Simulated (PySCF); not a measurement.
# Löwdin shares of the frontier orbitals

4-methyl-2-pentanone, C6H12O.
Cartesian coordinates in Å at the PBE0-D3(BJ)/def2-SVP level; atoms count from 1:
```xyz
19
C6H12O angstrom
C      2.5736    1.2864   -0.7682
C      1.6944    0.1514   -0.3037
O      2.1590   -0.8382    0.2106
C      0.2053    0.3201   -0.5291
C     -0.6761   -0.6545    0.2434
C     -0.6327   -0.3745    1.7416
C     -2.1050   -0.6299   -0.2852
H      3.6203    0.9590   -0.8027
H      2.2568    1.6699   -1.7499
H      2.4845    2.1203   -0.0521
H     -0.0786    1.3686   -0.3228
H      0.0535    0.1948   -1.6187
H     -0.2532   -1.6604    0.0786
H     -1.2502   -1.0980    2.2960
H     -1.0218    0.6336    1.9655
H      0.3933   -0.4451    2.1304
H     -2.1472   -0.8840   -1.3563
H     -2.5578    0.3685   -0.1612
H     -2.7400   -1.3491    0.2550
```

Theory: TDDFT wB97X-D/def2-SVPD, vertical, gas phase, core orbitals frozen in the response in PySCF 2.14.0, density-fitted response routines.

Frontier orbitals with the atoms that hold most of them (Löwdin shares over 4%, at most four atoms; ? is withheld):

```json
{"orbital": "HOMO-3", "ε (eV)": "-11.43", "atoms": "C5 21%, C7 17%, C6 15%, C4 11%"}
{"orbital": "HOMO-2", "ε (eV)": "-11.27", "atoms": "C6 24%, C5 20%, C7 12%, C4 11%"}
{"orbital": "HOMO-1", "ε (eV)": "-11.03", "atoms": "C5 28%, H13 17%, C6 12%, C7 10%"}
{"orbital": "HOMO", "ε (eV)": "?", "atoms": "?"}
{"orbital": "LUMO", "ε (eV)": "1.42", "atoms": "?"}
{"orbital": "LUMO+1", "ε (eV)": "2.15", "atoms": "C1 16%, C4 11%, C2 8%, H11 8%"}
{"orbital": "LUMO+2", "ε (eV)": "2.76", "atoms": "C7 19%, C1 15%, H19 9%, H9 7%"}
```

Task: Which atoms hold the LUMO, and with what shares?

Result: C2 (bonded to 2 C and O) 38%; O3 (bonded to C) 32%; C4 (bonded to 2 C and 2 H) 7%; C1 (bonded to C and 3 H) 7%. By element: carbon 52% or more, oxygen 32%.

Task: Which atoms hold the HOMO, and with what shares?

Result: O3 (bonded to C) 59%; C2 (bonded to 2 C and O) 12%; C4 (bonded to 2 C and 2 H) 11%; C1 (bonded to C and 3 H) 10%. By element: oxygen 59%, carbon 33% or more.

Task: What is the HOMO energy, and the HOMO–LUMO gap?

Result: ε(HOMO) = -9.16 eV; the gap is 10.58 eV (0.3888 hartree).

Task: How does S1 compare with the orbital gap of 10.58 eV?

Result: S1 is at 4.52 eV (f = 0.0000), 6.06 eV below the gap, made of HOMO→LUMO (96%). Without the coupling terms of the response equations the lowest excitation would equal the gap.

Task: One configuration dominates each of S1 and S2. Which, and how do the shares of the two leading atoms of either orbital change from the occupied to the empty one?

Result: 
- S1 (4.52 eV, f 0.0000), HOMO→LUMO (96%): O3 59% → 32%, C2 12% → 38%; low, almost dark, from the terminal oxygen into the C=O bond, the pattern of n→π*
- S2 (7.24 eV, f 0.029), HOMO→LUMO+1 (83%): O3 59% → at most 9%, C2 12% → 8%, C1 10% → 16%, C4 11% → 11%

One conformer stands for the species.
